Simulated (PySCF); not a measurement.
W(O)2(F)(NH2) (FH₂NO₂W), SMILES [O]=[W]([NH2])(=[O])[F], multiplicity 1. Geometry optimised at PBE-D3(BJ)/def2-SVP. The multiplicity is an assumed one; no other spin state was optimised. The structure was generated by enumeration; whether it is a known compound was not checked. The def2 effective core potentials stand for the cores of W; spin–orbit coupling is left out. One conformer was computed; it need not be the lowest.

Computed with PBE-D3(BJ)/def2-SVP in PySCF 2.14.0.

Harmonic wavenumbers (cm⁻¹): 184, 200, 220, 237, 316, 364, 491, 657, 675, 708, 965, 994, 1463, 3468, 3565. Rotational constants (GHz): 3.698, 3.191, 3.065; symmetry number 1.

Q: Work out the zero-point energy and the ideal-gas rigid-rotor harmonic-oscillator thermochemistry at 298.15 K and 1 atm.

A: ZPE = ½ Σ hcν = ½ × 14508 cm⁻¹ = 20.74 kcal/mol. H − E(el) = 25.37 kcal/mol. Entropy in cal/(mol K): translation 42.46, rotation 26.59, vibration 12.53, total 81.58. G − E(el) = 1.05 kcal/mol. Cp = 23.20 cal/(mol K).
